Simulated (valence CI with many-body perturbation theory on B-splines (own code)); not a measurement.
## Valence orbitals of Hf LXVIII

Computed by configuration interaction combined with many-body perturbation theory (CI+MBPT): three valence electrons over a frozen Dirac-Fock core [He], a basis of 11 s, 11 p, 10 d, 8 f, 5 g, 2 h functions for each j, with the one-electron correlation potential Σ1 (screened to all orders), the two-electron term Σ2, the three-electron term Σ3, Breit, model QED; selected single and double excitations, second order for the rest, scaled by the run's own slope (own B-spline code, finite nucleus).

No measured spectrum was set against this ion. As an estimate, large intervals hold to a few tenths of a per cent, small ones and those within an open d or f shell to about a per cent.

These are the spectroscopic orbitals of the CI (the correlating ones are not listed), shaped by the core and the other valence electrons. h is the expectation value of the core's Dirac-Fock operator, without the valence repulsion; Σ1 is computed up to l = 3 at one energy for each symmetry, that of its lowest orbital but kept below the first core excitation, so for empty shells it is not the orbital's own correlation shift; Breit and QED include the response of the core, and the two lowest orbitals of each symmetry also the frequency dependence of Breit exchange, which makes a step in that column.

| Orbital | h (hartree) | Σ1 (cm⁻¹) | Breit (cm⁻¹) | QED (cm⁻¹) | ⟨r⟩ (bohr) |
| --- | --- | --- | --- | --- | --- |
| 2s1/2 | -681.08 | -1596 | 116264 | 142143 | 0.07666 |
| 3s1/2 | -295.51 | -408 | 32287 | 41237 | 0.1789 |
| 4s1/2 | -163.48 | -161 | 12777 | 16885 | 0.3258 |
| 5s1/2 | -103.45 | -79.8 | 6375 | 8486 | 0.5167 |
| 6s1/2 | -71.261 | -45.3 | 3627 | 4847 | 0.7517 |
| 7s1/2 | -52.039 | -28.1 | 2258 | 3025 | 1.030 |
| 2p1/2 | -674.18 | -4399 | 234179 | 6005 | 0.06309 |
| 3p1/2 | -293.59 | -1020 | 62342 | 1094 | 0.1662 |
| 4p1/2 | -162.7 | -395 | 24614 | 407 | 0.3137 |
| 5p1/2 | -103.06 | -194 | 12232 | 197 | 0.5053 |
| 6p1/2 | -71.038 | -110 | 6947 | 111 | 0.7410 |
| 7p1/2 | -51.9 | -68.0 | 4321 | 68.4 | 1.020 |
| 2p3/2 | -624.75 | -2668 | 77764 | 19512 | 0.07008 |
| 3p3/2 | -278.89 | -621 | 21728 | 5172 | 0.1762 |
| 4p3/2 | -156.55 | -242 | 10608 | 2100 | 0.3269 |
| 5p3/2 | -99.93 | -119 | 5346 | 1055 | 0.5218 |
| 6p3/2 | -69.238 | -67.7 | 3063 | 604 | 0.7608 |
| 7p3/2 | -50.771 | -42.1 | 1918 | 378 | 1.043 |
| 3d3/2 | -278.25 | -292 | 2326 | -260 | 0.1482 |
| 4d3/2 | -156.28 | -127 | 1282 | -26.8 | 0.2994 |
| 5d3/2 | -99.794 | -65.6 | 630 | 2.9 | 0.4947 |
| 6d3/2 | -69.159 | -38.1 | 381 | 6.5 | 0.7342 |
| 7d3/2 | -50.722 | -24.1 | 246 | 5.8 | 1.017 |
| 3d5/2 | -274.12 | -246 | 753 | 1644 | 0.1515 |
| 4d5/2 | -154.53 | -106 | 416 | 770 | 0.3035 |
| 5d5/2 | -98.895 | -54.5 | 195 | 409 | 0.4997 |
| 6d5/2 | -68.639 | -31.7 | 118 | 241 | 0.7401 |
| 7d5/2 | -50.394 | -20.0 | 76.5 | 153 | 1.024 |
| 4f5/2 | -154.48 | -23.4 | 14.2 | -212 | 0.2604 |
| 5f5/2 | -98.874 | -13.3 | 11.7 | -103 | 0.4569 |
| 6f5/2 | -68.627 | -8.1 | 7.3 | -57.3 | 0.6975 |
| 7f5/2 | -50.387 | -5.3 | 5.1 | -35.3 | 0.9819 |
| 4f7/2 | -153.64 | -21.8 | 4.2 | 198 | 0.2627 |
| 5f7/2 | -98.439 | -12.3 | 3.5 | 108 | 0.4594 |
| 6f7/2 | -68.375 | -7.5 | 2.0 | 64.6 | 0.7005 |
| 7f7/2 | -50.229 | -4.8 | 1.4 | 41.5 | 0.9853 |
| 5g7/2 | -98.434 |  | 0.1 | -69.3 | 0.4009 |
| 6g7/2 | -68.372 |  | 0.1 | -40.0 | 0.6420 |
| 7g7/2 | -50.227 |  | 0.0 | -25.2 | 0.9271 |
| 5g9/2 | -98.176 |  | 0.0 | 55.6 | 0.4026 |
| 6g9/2 | -68.222 |  | 0.0 | 32.5 | 0.6439 |
| 7g9/2 | -50.133 |  | 0.0 | 20.6 | 0.9292 |
| 6h9/2 | -68.222 |  |  |  | 0.5704 |
| 6h11/2 | -68.123 |  |  |  | 0.5717 |

Among the shells of the start configuration 2s2 2p1, Σ1 is largest in size for 2p1/2, where it is 0.0030 % of h.

Lowest root of each symmetry, sizes in configuration state functions:

| J | Parity | Roots | Reference | Variational | Second order | Change by selected CI (cm⁻¹) | Change by second order (cm⁻¹) |
| --- | --- | --- | --- | --- | --- | --- | --- |
| 1/2 | even | 24 | 82 | 13371 | 7589 | -14475 | 0 |
| 3/2 | even | 29 | 120 | 20839 | 17468 | -8189 | 0 |
| 5/2 | even | 24 | 121 | 23425 | 30284 | -11219 | -1 |
| 7/2 | even | 10 | 89 | 18179 | 22418 | -6344 | -5 |
| 9/2 | even | 4 | 60 | 11362 | 12599 | -11869 | -3 |
| 11/2 | even | 1 | 26 | 5015 | 4980 | -8013 | -2 |
| 1/2 | odd | 22 | 80 | 12807 | 9026 | -12661 | 0 |
| 3/2 | odd | 30 | 122 | 20512 | 17808 | -11038 | 0 |
| 5/2 | odd | 20 | 116 | 21526 | 25106 | -15628 | -1 |
| 7/2 | odd | 10 | 92 | 17102 | 28148 | -10977 | -2 |
| 9/2 | odd | 2 | 55 | 8007 | 8222 | -6291 | -3 |
